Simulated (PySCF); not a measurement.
Trifluoroacetophenone, C₈H₅F₃O.
Geometry (GFN2-xTB, Å), atoms numbered from 1 in this order:
```xyz
17
C8H5F3O angstrom
O      1.765   -0.808    1.947
C      1.492   -0.245    0.919
C      0.156   -0.164    0.327
C     -0.880   -0.798    1.025
C     -2.170   -0.772    0.538
C     -2.444   -0.112   -0.651
C     -1.425    0.519   -1.349
C     -0.129    0.499   -0.871
C      2.644    0.461    0.142
F      2.803   -0.041   -1.096
F      3.808    0.323    0.771
F      2.427    1.781    0.000
H     -0.640   -1.305    1.948
H     -2.962   -1.263    1.082
H     -3.453   -0.091   -1.035
H     -1.644    1.031   -2.274
H      0.644    0.997   -1.433
```

Computed, not measured: PBE0/pcSseg-1 in PySCF (dipole) on a GFN2-xTB geometry, gas phase.

Masses are those of the commonest isotopes; rigid-rotor values at the optimised geometry. The values belong to one conformer with, in the numbering `[O:1]=[C:2]([c:3]1[cH:4][cH:5][cH:6][cH:7][cH:8]1)[C:9]([F:10])([F:11])[F:12]`, O1–C2–C3–C4 0°.

Task: What are A, B and C (MHz)?

Result: Ia = 247.49, Ib = 805.20, Ic = 964.18 u·Å²; 505379 MHz·u·Å²/I gives A = 2042, B = 627.6, C = 524.2 MHz.

Task: What kind of rotor is it?

Result: An asymmetric top; Ray's κ = -0.864.

Task: What does the inertial defect say?

Result: Not planar: Δ = Ic − Ia − Ib = -88.51 u·Å². For a rigid frame Δ = −2 Σ m c², so Σ m c² = 44.25 u·Å² lies off the ab plane: 0.00 from hydrogen and 44.25 from heavier atoms. The atom farthest from that plane is 1.08 Å away.

Task: Give the other two planar moments, Paa and Pbb, and the rms extents of the mass along the axes.

Result: Paa = Σ m a² = (Ib + Ic − Ia)/2 = 760.95 and Pbb = Σ m b² = (Ia + Ic − Ib)/2 = 203.23 u·Å². With the mass M = 174.03 u, the rms extents √(P/M) along a, b and c are 2.09, 1.08, 0.50 Å.

Task: Predict some low-J microwave lines.

Result: The dipole components are |μa| = 3.85 D, |μb| = 1.47 D, |μc| = 0.00 D; the mirror of this Cs structure is the ab plane, so μc vanishes by symmetry and there are no c-type lines. Intensities carry the squares of the components, which stand as 1.00 : 0.15 (a : b). Some lines, for components of 0.1 D or more:

```
type  branch         J(Ka,Kc)    MHz  lower level (cm⁻¹)
   a       Q  2(1,1) ← 2(1,2)    310               0.159
   b       R  2(0,2) ← 1(1,1)    884               0.086
   b       Q  1(1,0) ← 1(0,1)   1518               0.038
   b       Q  2(1,1) ← 2(0,2)   1627               0.115
   b       Q  3(1,2) ← 3(0,3)   1800               0.230
   b       R  3(0,3) ← 2(1,2)   2117               0.159
   a       R  2(1,2) ← 1(1,1)   2200               0.086
   a       R  2(0,2) ← 1(0,1)   2298               0.038
   a       R  2(1,1) ← 1(1,0)   2407               0.089
   b       R  1(1,1) ← 0(0,0)   2566               0.000
   a       R  3(1,3) ← 2(1,2)   3297               0.159
   a       R  3(0,3) ← 2(0,2)   3434               0.115
   a       R  3(2,2) ← 2(2,1)   3455               0.311
   a       R  3(2,1) ← 2(2,0)   3477               0.311
   b       R  2(1,2) ← 1(0,1)   3614               0.038
   b       Q  3(2,1) ← 3(1,2)   4119               0.290
   b       R  3(1,3) ← 2(0,2)   4613               0.115
   b       Q  3(2,2) ← 3(1,3)   4712               0.269
   b       R  2(2,0) ← 1(1,1)   6759               0.086
   b       R  3(2,2) ← 2(1,1)   7699               0.169
   b       R  3(2,1) ← 2(1,2)   8036               0.159
   b       R  3(3,1) ← 2(2,0)  10784               0.311
```

Task: Estimate the classical rotational partition function at 10 K, 200 K and 298.15 K.

Result: Point group Cs, symmetry number σ = 1; q = (√π/σ)·√((kT/h)³/(ABC)), k/h = 20836.6 MHz/K: 6500 at 10 K, 582000 at 200 K, 1060000 at 298.15 K.

Whether it is a minimum is left open (no frequencies). Constants of a rigid frame at the computed geometry: no zero-point averaging, no centrifugal distortion.
